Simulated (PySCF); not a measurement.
Computed shifts of a molecule C7H5NO2S, PySCF with PBE/pcSseg-1, GIAO, gas phase, atoms alike by connectivity averaged where their shifts nearly agree, in ppm (number of nuclei): ¹³C: 165.4 (2), 143.4 (2), 131.2 (2), 27.5 (1). ¹⁵N: 212.7 (1). ¹H: 7.67 (2), 3.37 (3). References: ¹³C against TMS (σ = 182.0 ppm); ¹⁵N against NH3 (σ = 267.0 ppm); ¹⁷O against H2O (σ = 334.3 ppm); ³³S against H2S (σ = 706.5 ppm); ¹H against TMS (σ = 31.49 ppm), references at their B3LYP-D3(BJ)/def2-TZVP geometries, non-relativistic. The structure is a stationary point at TPSSh-D3(BJ)/def2-SVP. A frequency run showed that this geometry is not a minimum. Other conformers were not sampled.

Q: Which structure fits?
(A) C#Cc1ncsc1C(=O)OC
(B) CN1C(=O)c2cscc2C1=O
(C) COC(=O)c1ccc(C#N)s1
(D) C#Cc1ncc(C(=O)OC)s1

A: B, CN1C(=O)c2cscc2C1=O
